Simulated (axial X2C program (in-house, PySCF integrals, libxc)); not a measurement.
MoS⁺ along the bond: PBE0, 2c

Computed with an in-house relativistic program for diatomic molecules. Two-component (2c) means X2C with spin–orbit coupling and atomic mean-field two-electron Coulomb and Gaunt terms. Basis: Mo dyall-cv3z [11s12p9d5f3g], S dyall-av3z [9s8p3d2f] (cores contracted in-house); Gaussian nuclei, density fitting, unrestricted open shells. Masses: Mo 97.905 u, S 31.972 u.

State: Ω = 3/2 (⟨Sz⟩ = 1.50, ⟨Lz⟩ = 0.00 at PBE0). Dipoles are positive if S is the positive end and refer to the centre of mass.

| R (Å) | μ (D) | HOMO (eV) | LUMO (eV) |
| --- | --- | --- | --- |
| 1.878 | -2.278 | -12.23 | -9.15 |
| 1.940 | -2.495 | -12.30 | -9.30 |
| 2.002 | -2.677 | -12.36 | -9.44 |
| 2.064 | -2.812 | -12.41 | -9.55 |
| 2.136 | -2.898 | -12.45 | -9.64 |
| 2.208 | -2.912 | -12.46 | -9.69 |
| 2.301 | -2.847 | -12.44 | -9.71 |

Task: The minimum lies at 2.059 Å. What is the dipole moment there?

Result: At PBE0, 2c, with the sign and origin stated: μ = -2.80 D.

The state is one determinant whose occupation by symmetry is held fixed; it was picked as the lowest of a PBE0 search that is not exhaustive. Density functionals use the spin component along the axis (collinear). With several unpaired electrons one determinant need not be a pure state. This is the top spin component of a Σ state; components of lower Ω are not single determinants and can lie lower. The determinant is spin-polarised beyond a pure state at some levels (its spin-free form has ⟨S²⟩ too high), which makes Re and μ there less reliable.
